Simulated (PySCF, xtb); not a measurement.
2-methylidene-1,3-dithiole (C4H4S2), SMILES C=C1SC=CS1.

Harmonic wavenumbers (cm⁻¹) from xtb with GFN2-xTB at its own minimum, in rising order: 102, 305, 369, 395, 424, 585, 590, 633, 703, 759, 759, 792, 796, 805, 1049, 1068, 1187, 1370, 1581, 1625, 3124, 3131, 3142, 3157.

What does TPSSh-D3(BJ)/def2-SVP (PySCF 2.14.0) give at its own minimum? (Estimate from the structure and the level; the computed values follow.)

83, 318, 416, 432, 471, 576, 629, 630, 644, 754, 766, 790, 812, 869, 1093, 1100, 1277, 1403, 1598, 1637, 3163, 3221, 3241, 3265. Paired by order, the mean absolute difference is 39 cm⁻¹ and the zero-point energies are 40.7 and 41.7 kcal/mol.
